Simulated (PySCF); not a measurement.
Circular dichroism: `C[C@H]1O[S@](=O)O[C@H]1F`, C₃H₅FO₃S

Geometry:
| atom | x (Å) | y (Å) | z (Å) |
| --- | --- | --- | --- |
| C1 | 1.670 | 0.156 | -0.077 |
| C2 | 0.197 | 0.230 | 0.299 |
| O3 | -0.447 | 1.321 | -0.306 |
| S4 | -1.674 | 0.890 | -1.351 |
| O5 | -2.816 | 1.683 | -1.065 |
| O6 | -1.840 | -0.611 | -0.533 |
| C7 | -0.611 | -1.021 | -0.145 |
| F8 | 0.030 | -1.618 | -1.219 |
| H9 | 1.783 | 0.069 | -1.154 |
| H10 | 2.126 | -0.708 | 0.398 |
| H11 | 2.170 | 1.059 | 0.259 |
| H12 | 0.091 | 0.345 | 1.387 |
| H13 | -0.682 | -1.794 | 0.629 |

Computed with PySCF, TDDFT B3LYP/def2-SVPD circular dichroism and optical rotation, one conformer, gas phase. Geometry: GFN2-xTB.

States above about 8.1 eV (minus the energy of the highest occupied orbital) lie near or above the ionisation threshold and depend on the basis.

Task: What are the CIP labels of the stereocentres?

Result: C2 R, S4 S, C7 S.

Task: List the lowest 16 singlet excitations with oscillator and rotatory strengths.

Result: Rotatory strengths R in 10⁻⁴⁰ esu² cm², velocity form and length form (origin at the centre of mass); f in length form.
```
state  E (eV)  λ (nm)      f  R (velocity)  R (length)                                    main
    1    5.83     213  0.027         -18.9       -18.4                          HOMO→LUMO 0.96
    2    6.69     185  0.003          +0.4        +0.8                        HOMO−1→LUMO 0.95
    3    7.16     173  0.014          -5.9        -5.9      HOMO→LUMO+1 0.66, HOMO→LUMO+2 0.20
    4    7.28     170  0.004          -6.9        -8.0                        HOMO−2→LUMO 0.91
    5    7.42     167  0.063          +1.4        +1.7      HOMO→LUMO+2 0.70, HOMO→LUMO+1 0.25
    6    7.85     158  0.022         +33.2       +31.6      HOMO→LUMO+3 0.74, HOMO→LUMO+4 0.17
    7    7.89     157  0.002          +3.6        +4.3                        HOMO−4→LUMO 0.84
    8    7.92     157  0.012          -7.1        -6.2  HOMO−1→LUMO+1 0.51, HOMO−1→LUMO+2 0.24
    9    8.10     153  0.012          -6.1        -5.6      HOMO→LUMO+4 0.52, HOMO→LUMO+3 0.16
   10    8.32     149  0.082          +3.4        +3.5      HOMO−3→LUMO 0.24, HOMO→LUMO+4 0.21
   11    8.35     148  0.003          -4.2        -4.5    HOMO−1→LUMO+2 0.54, HOMO→LUMO+5 0.19
   12    8.51     146  0.002          +0.5        -0.3  HOMO−2→LUMO+1 0.70, HOMO−2→LUMO+2 0.17
   13    8.57     145  0.028          +4.1        +3.3      HOMO→LUMO+5 0.52, HOMO→LUMO+6 0.19
   14    8.67     143  0.014          -6.0        -6.9      HOMO→LUMO+6 0.47, HOMO−5→LUMO 0.27
   15    8.68     143  0.030          +3.5        +3.2      HOMO−5→LUMO 0.47, HOMO→LUMO+6 0.18
   16    8.90     139  0.003          -8.1        -8.0  HOMO−2→LUMO+2 0.66, HOMO−2→LUMO+1 0.18
```

For state 12 the two forms differ in sign, so the sign of R isn't settled.

Among the states computed, the strongest CD band (largest |R|) is state 6. The largest dissymmetry factor in size, g = 4R/(D+G), with D and G the electric and magnetic dipole strengths, is -0.033 for state 16 (velocity form, f = 0.003), among bands with |R| over 0.5. The mirror image has the same energies and oscillator strengths and all R with the opposite sign.
